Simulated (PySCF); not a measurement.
Be (SMILES [Be]), singlet. Base run: PySCF with DF-SVWN5/aug-cc-pVDZ.

The PySCF input:
```python
from pyscf import gto, scf, dft

mol = gto.M(
    atom='''
Be    0.000000    0.000000    0.000000
''',
    basis='aug-cc-pvdz',
    charge=0,
    spin=0,
    verbose=5,
)

mf = dft.RKS(mol)
mf.xc = 'lda,vwn'
mf = mf.density_fit(auxbasis='def2-universal-jkfit')
mf.kernel()
```

The base run was repeated with changes; each row names its change, and settings that it needs were set with it.

| change | basis functions | E (Eh) | HOMO (eV) | HOMO-LUMO gap (eV) |
|---|---|---|---|---|
| base | 23 | -14.44364 | -5.62 | 3.53 |
| basis = STO-3G | [?] | [?] | [?] | [?] |
| basis = pcseg-1 | 9 | [?] | -5.57 | [?] |
| basis = def2-SVP | 9 | [?] | [?] | [?] |
| basis = pc-1 | 9 | -14.43983 | -5.57 | 4.63 |
| basis = LANL2DZ | 9 | -14.44251 | -5.62 | 3.50 |
| basis = 6-31G** | 14 | -14.44028 | -5.33 | 3.61 |
| basis = pcseg-2 | 15 | -14.44489 | -5.57 | 3.51 |
| basis = def2-TZVPP | 19 | -14.44571 | -5.60 | 3.54 |
| basis = def2-TZVP | 19 | -14.44571 | -5.60 | 3.54 |
| basis = 6-311++G** | 22 | -14.44485 | -5.60 | 3.50 |
| basis = cc-pVTZ | [?] | [?] | -5.60 | 3.51 |
| basis = cc-pVQZ | 55 | -14.44651 | -5.60 | 3.50 |

Task: What belongs in the gaps?

Result: 
- basis = STO-3G, basis functions: 5
- basis = STO-3G, E (Eh): -14.22143
- basis = STO-3G, HOMO (eV): -3.50
- basis = STO-3G, HOMO-LUMO gap (eV): 4.01
- basis = pcseg-1, E (Eh): -14.43945
- basis = pcseg-1, HOMO-LUMO gap (eV): 3.58
- basis = def2-SVP, E (Eh): -14.42836
- basis = def2-SVP, HOMO (eV): -5.55
- basis = def2-SVP, HOMO-LUMO gap (eV): 3.42
- basis = cc-pVTZ, basis functions: 30
- basis = cc-pVTZ, E (Eh): -14.44628

Totals compare only among sets that treat the same electrons; sets with core potentials leave the core out.
